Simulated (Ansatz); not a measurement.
Consider the cleavage of the Zn–Al bond: `[NH2][Zn][AlH][Cl]` + H₂S → `[NH2][Zn][SH]` + `[AlH2][Cl]`.

Calculated with Ansatz (gas phase, PBE0-D4/def2-TZVP geometries, no zero-point term in ΔE). CCSD(T)/CBS adds triple-zeta CCSD(T) − MP2 to the extrapolated MP2 energy (def2 sets, frozen cores). This one scheme is used for every species. Functionals use def2-TZVPP. For Zn outer-core shells are correlated without core-valence functions, which leaves a few kJ/mol of doubt a bond. Scalar relativity is left out up to krypton. One conformer a species, not always the lowest.

`[NH2][Zn][AlH][Cl]`:

Cartesian coordinates in Å:
```
N -0.336 -2.097 -0.621
Zn -0.066 -0.398 -0.025
Al 0.399 1.878 0.751
Cl 0.614 3.371 -0.733
H -0.630 -2.855 -0.025
H -0.538 -2.322 -1.582
H 0.556 2.422 2.234
```

H₂S:

```xyz
3

S     0.157    0.520   -0.298
H    -0.059    0.216    0.991
H    -0.098   -0.736   -0.693
```

`[NH2][Zn][SH]`:

Cartesian coordinates in Å:
```
N -0.858 -0.947 0.828
Zn -0.098 0.199 -0.354
S 0.636 1.556 -1.861
H -0.476 -1.880 0.895
H -1.041 -0.609 1.762
H 1.837 1.681 -1.270
```

`[AlH2][Cl]`:

Cartesian coordinates in Å:
```
Al 0.137 0.001 0.083
Cl -1.660 -0.010 -0.998
H 0.735 1.401 0.487
H 0.787 -1.392 0.428
```

```json
{"level": "B97M-V", "ΔE (kJ/mol)": "-60.6"}
{"level": "r2SCANh-D4", "ΔE (kJ/mol)": "-54.7"}
{"level": "CAM-B3LYP", "ΔE (kJ/mol)": "-53.7"}
{"level": "MP2/def2-SVP", "ΔE (kJ/mol)": "-58.1"}
```

Question: What does CCSD(T)/CBS give? (An estimate is asked.)

Answer: Ansatz gave: -57.9 kJ/mol. The listed levels differ from it by -2.7, 3.2, 4.2, -0.2 kJ/mol.

Largest T1 diagnostic among the species: 0.015.

From BLYP to BHLYP (50 % exact exchange), in def2-TZVPP and without D4, ΔE moves by −11.1 kJ/mol. Leaving LDA and LC-ωPBE aside and taking each functional with its dispersion term where it has one, the values, not all of them listed here, spread over 17.6 kJ/mol, from B97M-V to PBE-D4. At CCSD(T), def2-SVP lies +8.6 kJ/mol from the extrapolated value and def2-TZVPP +4.3 kJ/mol.
